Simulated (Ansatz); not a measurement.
A nudged elastic band was laid between two geometries of FH3Sn + H (6 atoms, charge 0, multiplicity 2).

All numbers below come from UKS PBE/def2-SVP in Ansatz 0.2.0.

| Quantity | Value |
| --- | --- |
| movable images | 5 |
| climbing image | yes |
| spring | 5.0 eV/Å² |
| optimiser | quadratic models (default) |
| start path | through a guess of the saddle point |
| force threshold | 0.05 eV/Å |
| iteration limit | 60 |
| end points | relaxed |

Image 0:

```xyz
6
Properties=species:S:1:pos:R:3
Sn -0.244 0.000 0.929
H 1.375 0.000 1.526
H 1.580 0.001 -1.686
H -0.664 1.442 0.080
H -0.663 -1.443 0.080
F -1.382 -0.001 2.532
```

Image 6:

```xyz
6
Properties=species:S:1:pos:R:3
Sn -0.242 -0.326 -0.050
H 0.384 -0.060 2.676
H 1.327 0.120 -0.642
H -1.301 1.049 -0.081
H -0.905 -1.590 -1.056
F 0.739 0.808 2.614
```

(1) Which bonds break or form, and what moves?

(2) What energy profile does the band end with?

(3) What is the geometry of the highest image?

## Answers

(1) Bonds broken: Sn1–H2, Sn1–F6. Bonds formed: Sn1–H3, H2–F6. FH3Sn + H becomes FH + H3Sn.

(2) The forces met the threshold. The highest image is number 4 of 0 to 6, 0.32 eV above the first end and 1.27 eV above the last; the last end lies 0.94 eV below the first. The profile has 2 maxima (images 2, 4) with wells between them (image 3): this band takes more than one step, which may be the mechanism or a detour left from its start path. A vibrational analysis at the climbing image gives one clearly imaginary mode, 1003i cm⁻¹: a first-order saddle point.

```csv
image,path coordinate (Å),energy (eV),Sn1–H2 (Å),Sn1–F6 (Å),Sn1–H3 (Å)
0,0.00,0.00,1.73,1.97,3.19
1,1.98,0.01,1.73,1.96,3.81
2,3.96,0.18,1.80,1.97,1.80
3,5.94,0.01,3.90,1.96,1.73
4,7.92,0.32,3.38,2.09,1.73
5,8.89,-0.86,3.18,2.92,1.75
6,9.86,-0.94,2.81,3.06,1.74
```

(3) 
```xyz
6
Properties=species:S:1:pos:R:3:forces:R:3
Sn -0.184 0.102 -0.055 0.01 -0.01 -0.02
H 0.751 -0.421 3.153 -0.01 0.03 0.03
H 1.379 0.185 -0.788 -0.01 0.00 -0.01
H -1.166 1.471 -0.453 0.00 0.01 0.03
H -0.980 -1.394 -0.394 0.00 0.00 -0.01
F 0.201 0.057 1.998 0.01 -0.03 -0.02
```

Time of the run: 9.1 min on 1 thread of Arm Neoverse V1, with other jobs on the host, peak memory 0.12 GiB.
